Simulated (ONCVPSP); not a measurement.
**Configuration tests for N (ONCV)**

| Quantity | Value |
| --- | --- |
| Element | nitrogen |
| Generator | ONCVPSP 4.0.1 |
| Type | optimised norm-conserving Vanderbilt (ONCV) |
| Functional | LDA (Perdew-Wang 92) |
| Relativity | scalar-relativistic |
| Frozen core | [He] |
| Valence charge | 5 |
| Reference configuration | 2s2 2p2.5 (charge +0.5) |
| Partial waves | 2s: rc 0.80 bohr, ncon 3, nbas 7, qcut 8.1 1/bohr, 1 projector; 2p: rc 1.30 bohr, ncon 4, nbas 8, qcut 12 1/bohr, 2 projectors, debl 1.9 Ha |
| Local potential | polynomial inside 0.50 bohr (lpopt 1, dvloc0 0 Ha) |
| Core correction | polynomial model core, fcfact 0.35 |

Energies are relative to the spin-unpolarised reference configuration 2s2 2p2.5; without spin polarisation the order of configurations can differ from experiment.

```json
{"valence configuration": "2s2 2p3", "charge": "0", "ΔE all-electron (eV)": "-5.166", "error AE − PS (meV)": "+1.0"}
{"valence configuration": "2s2 2p1", "charge": "+2", "ΔE all-electron (eV)": "37.537", "error AE − PS (meV)": "+33"}
{"valence configuration": "2s1 2p0", "charge": "+4", "ΔE all-electron (eV)": "162.183", "error AE − PS (meV)": "+378"}
```

Task: What are ΔE and the potential's error for 2s2 2p2?

Result: ΔE = 8.565 eV all-electron; the error (AE − PS) is +1.5 meV.

Levels in the configuration 2s2 2p1:

| level | all-electron (eV) | pseudo (eV) |
| --- | --- | --- |
| 2s | -48.896 | -48.856 |
| 2p | -37.619 | -37.551 |
